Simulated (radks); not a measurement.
Problem. Species: Sr3+. Configuration: [Ar] 3d10 4s2 4p4 6d1 (not the ground configuration). Calculated with a radial shooting solver on a logarithmic mesh with Libxc functionals: scalar-relativistic Kohn-Sham, LDA (Slater exchange, Perdew-Wang correlation), spin-polarised, spherical densities, finite nucleus; open shells are filled with parallel spins first (spin-orbit coupling, left out, can overturn this in heavy ions); Fermi nuclear charge, rms radius 4.224 fm. Some entries of the table are withheld. Estimate them.

| orbital | occ. | eigenvalue (hartree) | r(max) (bohr) | <r^2> (bohr^2) |
|---|---|---|---|---|
| 1s up | 1 | -586.4191 | 0.02557 | 0.002072 |
| 1s down | 1 | -586.4090 | 0.02557 | 0.002071 |
| 2s up | 1 | -80.81397 | 0.1453 | 0.03516 |
| 2s down | 1 | -80.80667 | 0.1453 | 0.03516 |
| 2p up | 3 | -72.05493 | 0.1160 | 0.02769 |
| 2p down | 3 | -72.04512 | 0.1161 | 0.02769 |
| 3s up | 1 | -13.82087 | 0.4362 | 0.2788 |
| 3s down | 1 | -13.80772 | 0.4362 | 0.2785 |
| 3p up | 3 | -10.99303 | 0.4307 | 0.2905 |
| 3p down | 3 | -10.97837 | 0.4307 | 0.2899 |
| 3d up | 5 | -6.30582 | 0.3753 | (1) |
| 3d down | 5 | -6.28920 | 0.3752 | (2) |
| 4s up | 1 | (3) | 1.166 | 1.901 |
| 4s down | 1 | (4) | 1.163 | 1.907 |
| 4p up | 3 | -2.25628 | 1.276 | 2.359 |
| 4p down | 1 | -2.17700 | 1.275 | 2.388 |
| 6d up | 1 | -0.32828 | 8.000 | 65.19 |
| 6d down | 0 | -0.30767 | 8.155 | 68.64 |

Solution. 
(1) 3d up <r^2> (bohr^2): 0.3014
(2) 3d down <r^2> (bohr^2): 0.2997
(3) 4s up eigenvalue (hartree): -2.97226
(4) 4s down eigenvalue (hartree): -2.89119
